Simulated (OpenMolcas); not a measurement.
**Pd²⁺: CASPT2 settings compared**

```
Program             : OpenMolcas
Basis               : ANO-RCC-VDZP [6s5p3d1f]
Scalar Hamiltonian  : DKH3, point nucleus
Active space        : 8 electrons in 5 orbitals (4d)
State averaging     : 2S+1 = 3 even, 10 roots; 2S+1 = 1 even, 14 roots kept (CI in the orbitals of an earlier block)
Spin-orbit coupling : RASSI with atomic mean-field integrals over the reference wave functions, term energies averaged over their components
```

Methods on the same reference wave functions:
A. CASSCF
B. SS-CASPT2, IPEA 0.15 Eh, real shift 0.15 Eh (closed shells correlated: none)
C. SS-CASPT2, IPEA 0.6 Eh, sigma1 regulariser 0.25 Eh (closed shells correlated: 4s 4p)
D. SS-CASPT2, IPEA 0.2 Eh, imaginary shift 0.25 Eh (closed shells correlated: 4s 4p)

Energies in cm-1 above 4d8 3F4, the measured ground level; measured values from Moore, Atomic Energy Levels, vol. III, NSRDS-NBS 35 (1971 reprint of NBS Circular 467, 1958).

```csv
Level,A,B,C,D,Measured
4d8 3F4,0.0,0.0,0.0,0.0,0.0
4d8 3F3,3320,3320,3330,3330,3230
4d8 3F2,5043,4930,4850,4830,4687
4d8 3P1,17353,15610,15890,15500,13470
4d8 3P0,18153,16410,16690,16300,13699
4d8 1G4,21290,20780,19560,19580,17880
```

Deviations, from unrounded energies. A percentage is the sum of absolute deviations over the sum of measured energies, with the sign that they share, or ± where signs differ.

```tsv
Against measurement	Levels	A	B	C	D
mean absolute deviation (cm-1)	5	2400	1600	1500	1300
fine structure of the ground term (%)	2	+5.6	+4.3	+3.3	+3.1
other terms of the ground configuration (%)	3	+26.1	+17.2	+15.7	+14.0
```

D lies closest to measurement on these levels and A furthest from it. The largest miss of D in the table is 4d8 3P0, by +2600 cm-1. The ranking rests on the paired levels alone, and a cruder setting can come out closer through cancelling errors.

Among B to D the level of the table that moves most is 4d8 1G4, by 1200 cm-1 (lowest in C, highest in B). Moves below CASPT2's spread within the term are not significant.

The mean deviations of B to D differ by less than CASPT2's widest spread within a term (710 cm-1), so their order carries little weight.

From A to B the spin-free energies of the other terms of 4d8 shown, above 3F, scale by factors of 0.88 to 0.97.

The lowest spin-free term lies below A's lowest term by 0.175 hartree in B, 0.333 hartree in C, 0.344 hartree in D.

CASPT2 breaks the degeneracy within a term, and the mean is taken; among the terms shown or strongly mixed into the levels shown the widest spread is 710 cm-1 (4d8 3F, D). Levels of configurations with an s electron are missing; early in the row they begin among the upper levels of the d shell and mix with terms of their name. Terms from blocks run as CI alone lack orbitals of their own. Without dynamic correlation excited terms often stand tens of per cent too high (terms of higher spin than the ground term too low), and those without a measured partner can miss by more than the paired ones (holds for A). Some terms miss by over 15 % even with CASPT2, which points to a basis or an active space too small for the shells correlated (holds for B; C; D). Measured partners are found by configuration, term and J. A level has none where our copy of the source lacks it or the pairing is in doubt (some pairs that miss far off the trend of their configuration count as doubtful), and it then counts in no deviation. Levels of configurations outside the active space are missing. Levels that lie high or do not pair safely by name in every column are left out.
